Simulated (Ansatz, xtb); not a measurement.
# C4H9BS2: where a starting geometry ends

The starting geometry of this gas-phase singlet was built from a drawn formula by distance geometry and a force field; its bonds are those of `B1CCCSCS1`.

```xyz
16

C     1.1241    0.7539    1.5794
C     1.4654    0.6524    0.0604
C     0.4933   -0.2675   -0.6765
C    -1.0892    1.9173   -0.8635
B    -0.1835    1.6342    1.8679
S    -1.2898    0.1361   -0.5816
S    -0.7197    2.9642    0.6235
H    -0.9863    1.1816    2.5282
H     1.0134   -0.2068    2.0467
H     2.0672    1.2543    2.0978
H     2.4877    0.1111    0.0342
H     1.6080    1.5710   -0.3887
H     0.6006   -1.3661   -0.3315
H     0.7975   -0.2833   -1.7633
H    -2.0754    2.3341   -1.2628
H    -0.3138    2.1318   -1.6097
```

Question: Predict what becomes of its bonds when it is optimised with r2SCAN-D4/def2-SVP.

Answer: It keeps its bonds, and is `B1CCCSCS1`.

The energy falls by 1.46 eV over 15 steps:

```tsv
step	E − E(last) (eV)
1	1.463
3	0.439
4	0.399
6	0.338
7	0.255
9	0.044
10	0.015
12	0.003
13	0.000
15	0.000
```

Final geometry (Å):

```xyz
16

C     0.9602    0.6694    1.5310
C     1.4756    0.5580    0.0903
C     0.6384   -0.3014   -0.8500
C    -1.1616    1.8520   -0.8563
B    -0.1008    1.7801    1.8765
S    -1.1557    0.0487   -0.8720
S    -1.2247    2.6535    0.8131
H    -0.1996    2.1833    3.0140
H     0.5540   -0.3025    1.8791
H     1.8145    0.8548    2.2082
H     2.4934    0.1267    0.0835
H     1.5914    1.5687   -0.3403
H     0.6853   -1.3618   -0.5481
H     1.0342   -0.2392   -1.8781
H    -2.0878    2.1740   -1.3541
H    -0.3170    2.2538   -1.4365
```

From the same start GFN2-xTB ends elsewhere, differing in B5–S6 (2.03 against 3.42 Å here).

The end wasn't checked by frequencies. Run with Ansatz 0.2.0, 39 s on 4 threads of Arm Neoverse V2, on a shared host.
